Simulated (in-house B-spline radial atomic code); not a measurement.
Results of a calculation; reference values are marked as such.
## C6 from the polarisability at imaginary frequency: Ne

HSE06 linear response of the closed shell [He] 2s2 2p6, from a B-spline radial code for spherical atoms; scalar-relativistic (spin-free one-electron X2C), finite nucleus, no spin-orbit coupling.

The dispersion coefficient of two like species is C6 = (3/π) ∫ α(iu)² du from 0 to ∞.

```tsv
u (hartree)	α(iu) (bohr³)
0	2.82
0.03	2.817
0.07	2.803
0.12	2.771
0.2	2.69
0.3	2.552
0.45	2.308
0.7	1.908
1	1.516
1.5	1.067
2.5	0.6009
5	0.2245
```

Fit one oscillator, α(iu) = α(0)/(1 + u²/ω²), through u = 0.7 and estimate C6.

From α(0)/α(iu) − 1 = 2.82/1.908 − 1 = 0.4780, ω = u/√0.4780 = 1.0125 hartree (27.6 eV). London's formula gives C6 = (3/4) α(0)² ω = 0.75 × 2.82² × 1.0125 = 6.039 hartree·bohr⁶, and the oscillator holds f = α(0) ω² = 2.89 electrons, of a sum of oscillator strengths of 10.0.

How does that compare with the full integral?

The program's quadrature over all excitations gives C6 = 6.736, so the single oscillator is off by -10.4 %. At the last point the fit gives α = 0.111 against 0.225: higher excitations, and deeper shells where there are any, keep the true curve higher at large u.
